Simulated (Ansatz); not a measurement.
Ansatz (a quantum-chemistry and plane-wave program) input (B3LYP/6-31G* with LANL2DZ past Ar): The .json file joins the Basis Set Exchange's 6-31G* for atoms up to Ar and LANL2DZ past it.

Ansatz 0.2 input:
```yaml
crystal:
  periodic: [false, false, false]
  atoms:
    - {symbol: In, position_ang: [0.00000000, 0.00000000, 0.00000000]}
    - {symbol: O, position_ang: [-0.00000000, -0.00000000, -1.87774800]}
    - {symbol: O, position_ang: [0.00000000, 0.00000000, 1.87774800]}
basis:
  gaussian:
    orbitals: 6-31Gs+LANL2DZ.json
hamiltonian:
  xc: {name: B3LYP}
magnetization: {spin_polarized: true, initial_magnetization: 1}
output: {forces: true}
```

Output:

```
Functional definition: B3LYP
integrals: 0.01 GiB planned
372 factors; integrals over basis functions are off by at most 5.4e-4 eV
mean field: 0.11 GiB planned
mean field evaluation 1: about -4131.1304 eV, gradient 4.9e1 eV
mean field evaluation 2: about -4076.2388 eV, gradient 1.1e2 eV
mean field evaluation 4: about -4141.6610 eV, gradient 2.0e0 eV
mean field evaluation 8: about -4141.7185 eV, gradient 2.3e-1 eV
mean field evaluation 16: about -4141.7192 eV, gradient 8.1e-5 eV
mean field -4141.71920381 eV, -152.2053733820 hartree, gradient 3.3e-6 eV, S^2 0.820583; 3 other end points of the search recorded, 0 dependent functions left out
the calculation of the forces begins
reference -4141.71941841 eV, -152.2053812682 hartree; 10, 9 occupied and 28, 29 virtual orbitals, 372 factors
Total energy: -4141.71941841 eV, -152.2053812682 hartree
Atom 0 at     0.000000     0.000000     0.000000 Å, force     0.000000    -0.000000    -0.000000 eV/Å
Atom 1 at    -0.000000    -0.000000    -1.877748 Å, force    -0.000000     0.000000     1.276854 eV/Å
Atom 2 at     0.000000     0.000000     1.877748 Å, force    -0.000000     0.000000    -1.276854 eV/Å
Dipole moment:     0.000000     0.000000    -0.000000 e Å
```

The geometry given is a B3LYP-D3(BJ)/def2-TZVP minimum.
